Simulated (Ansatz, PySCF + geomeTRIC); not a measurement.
Caution, from a PySCF single point (PBE0-D3(BJ)/def2-TZVPD) at this geometry: the highest occupied level lies above zero, so the state may not be bound. Another site gives an ion 1.21 eV lower (`[CH3][GeH2-]`) at the level frozen-core CCSD(T)/aug-cc-pVTZ // PBE0-D3(BJ)/def2-TZVPD (Ansatz, a program for electronic structure).

Species: CH5Ge, SMILES `[CH2-][GeH3]` (not the most acidic site) (charge -1, multiplicity 1).

Give a relaxed geometry from PySCF + geomeTRIC with PBE0-D3(BJ)/def2-TZVPD.

the end point of this relaxation (outside a Z-matrix the atoms follow the SMILES, hydrogens last).
Bonds (Å): C1–Ge2 1.886, C1–H3 1.099, C1–H4 1.099, Ge2–H5 1.613, Ge2–H6 1.571, Ge2–H7 1.571. Angles (°): Ge2–C1–H3 110.9, Ge2–C1–H4 110.9, H3–C1–H4 109.0, C1–Ge2–H5 126.0, C1–Ge2–H6 112.7, C1–Ge2–H7 112.7, H5–Ge2–H6 99.3, H5–Ge2–H7 99.3, H6–Ge2–H7 103.9.
